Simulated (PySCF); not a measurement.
F₃Si, SMILES F[Si](F)F, multiplicity 2. Atoms are numbered in the order given.

```xyz
4

F      1.2796     0.7388    -0.1944
Si     0.0000     0.0000     0.3750
F     -1.2796     0.7388    -0.1944
F      0.0000    -1.4776    -0.1944
```
Charge 0, spin multiplicity 2.

Geometry optimised at r2SCAN-D4/def2-TZVP. The isomer is the one that the SMILES or the coordinates give; other isomers of the formula were not compared.

Calculation: PBE/def2-TZVPD (PySCF).

Mulliken values depend strongly on the basis, most of all with diffuse functions as here. ESP charges are fitted to the potential on shells at 1.4 to 2.0 van der Waals radii. Atomic charges (e):

```
atom  meta-Löwdin  ESP fit  Mulliken spin
----  -----------  -------  -------------
F1          -0.46    -0.14           0.05
Si2          1.38     0.42           0.86
F3          -0.46    -0.14           0.05
F4          -0.46    -0.14           0.05
```
